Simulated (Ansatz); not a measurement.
Cost and result for the atomization energy of GaH$_{4}$InSi (7 atoms, 6 bonds).

Z-matrix (Å, degrees):
```
Si
In 1 3.025
Ga 1 2.677 2 71.2
H 1 1.497 2 126.4 3 85.3
H 1 1.497 2 126.5 3 -85.7
H 1 1.512 2 73.4 3 179.8
H 2 2.114 1 78.3 3 -0.3
```

Charge 0, multiplicity 1. Correlated methods include outer-core shells of Ga, In, which these sets cover unevenly. Scalar relativity is left out up to krypton. In takes the def2 core potential. The bonds changed during the relaxation, so this is another structure than the one it started from. The geometry is a stationary point of PBE0-D4/def2-TZVP. Program: Ansatz. All runs use 2 threads of an Arm Neoverse V1 on a shared host. Times are those of one run each, without the atoms' runs, and a repeat can differ threefold. Electronic energies, without spin–orbit coupling; frozen cores. CCSD(T)/CBS adds CCSD(T) − MP2 in def2-TZVPP to the MP2 limit, and its time is that of the two runs behind it. T1 = 0.016; the RHF reference is unstable towards UHF. With those shells the extrapolation isn't a true limit.

CCSD(T)/CBS is a level of theory with its own doubt, some kJ/mol a heavy atom from the limit and from the frozen cores, so smaller differences don't rank the functionals.

```
                             level  functions  wall time
                BLYP-D4/def2-TZVPP        196      3.9 s
   PBE-D4/def2-TZVPP (with forces)        196      4.2 s
                PBE0-D4/def2-TZVPP        196      4.7 s
               BHLYP-D4/def2-TZVPP        196      4.8 s
           CAM-B3LYP-D4/def2-TZVPP        196      5.5 s
                  CCSD(T)/def2-SVP         96      7.5 s
r2SCAN-D4/def2-TZVPP (with forces)        196        8 s
             r2SCANh-D4/def2-TZVPP        196      8.5 s
                 B2PLYP/def2-TZVPP        196      9.5 s
               PBE-QIDH/def2-TZVPP        196      9.5 s
                    MP2/def2-QZVPP        361       37 s
                CCSD(T)/def2-TZVPP        196      110 s
                 CCSD(T)/CBS(def2)          –    2.5 min
```

(1) What atomization energy does each give, and how far from CCSD(T)/CBS? (An estimate is asked.)

Results:

(1) Computed: 
| level | atomization (kcal/mol) | difference from CCSD(T)/CBS | per bond |
| --- | --- | --- | --- |
| BLYP-D4/def2-TZVPP | 371.6 | -5.4 | -0.9 |
| PBE-D4/def2-TZVPP (with forces) | 373.5 | -3.5 | -0.6 |
| PBE0-D4/def2-TZVPP | 369.2 | -7.8 | -1.3 |
| BHLYP-D4/def2-TZVPP | 367.6 | -9.4 | -1.6 |
| CAM-B3LYP-D4/def2-TZVPP | 370.2 | -6.8 | -1.1 |
| CCSD(T)/def2-SVP | 344.4 | -32.6 | -5.4 |
| r2SCAN-D4/def2-TZVPP (with forces) | 375.6 | -1.4 | -0.2 |
| r2SCANh-D4/def2-TZVPP | 373.4 | -3.6 | -0.6 |
| B2PLYP/def2-TZVPP | 364.7 | -12.3 | -2.1 |
| PBE-QIDH/def2-TZVPP | 365.4 | -11.6 | -1.9 |
| MP2/def2-QZVPP | 364.4 | -12.6 | -2.1 |
| CCSD(T)/def2-TZVPP | 365.7 | -11.3 | -1.9 |
| CCSD(T)/CBS(def2) | 377.0 | 0.0 | 0.0 |

From PBE to PBE0 (25 % exact exchange), in def2-TZVPP and without D4, the atomization energy moves by −3.6 kcal/mol: exact exchange takes away binding that semilocal exchange gives to molecules. At CCSD(T), def2-SVP lies −32.6 kcal/mol from the extrapolated value and def2-TZVPP −11.4 kcal/mol: correlation converges slowly with the basis, and small sets miss more of it in the bonded molecule than in its fragments. Leaving LDA and LC-ωPBE aside and taking each functional with its dispersion term where it has one, the values, not all of them listed here, spread over 16.5 kcal/mol, from B2PLYP to B97M-V. LDA lies +52.3 kcal/mol from PBE without D4, its usual overbinding.

Spin–orbit coupling would lower the free In atoms strongly, and the atomization energy with them, by more than many differences here.
